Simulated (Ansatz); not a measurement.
The first iterations of a band of CH₃FGaNO₂ (9 atoms, charge 0, multiplicity 1).

Method: RKS B3LYP-D4/def2-SVP in Ansatz.

| Item | Value |
| --- | --- |
| movable images | 5 |
| climbing image | yes |
| spring | 5.0 eV/Å² |
| optimiser | quadratic models (default) |
| start path | IDPP |
| force threshold | 0.03 eV/Å |
| iteration limit | 60 |
| end points | relaxed |

Initial state:

```xyz
9
Properties=species:S:1:pos:R:3
N 0.340 -1.480 0.607
C 0.064 -0.269 1.160
O 0.016 -0.044 2.349
Ga -0.257 1.123 -0.268
O -0.128 0.535 -1.955
F -0.644 2.824 -0.062
H 0.366 -1.607 -0.399
H 0.523 -2.275 1.216
H -0.280 1.192 -2.648
```

Final state:

```xyz
9
Properties=species:S:1:pos:R:3
N 0.395 -1.708 0.366
C 0.123 -0.528 0.982
O 0.084 -0.356 2.180
Ga -0.212 0.913 -0.393
O -0.610 2.637 -0.256
F -0.065 0.270 -2.047
H 0.409 -1.772 -0.647
H 0.587 -2.535 0.926
H -0.712 3.078 -1.111
```

| iteration | highest image above the first end (eV) | largest band force component (eV/Å) |
| --- | --- | --- |
| 1 | 0.271 | 1.088 |
| 2 | 0.155 | 0.734 |

Question: Does the band converge within its limit, and where does its top end?

Answer: The forces met the threshold. It ended after 8 iterations with the highest image 0.061 eV above the first end. A vibrational analysis at the climbing image gives no mode beyond 40i cm⁻¹: the surface is too flat there to confirm a saddle point.

The run took 2.8 min on 2 threads of Arm Neoverse V1, on a shared host, peak memory 0.31 GiB.
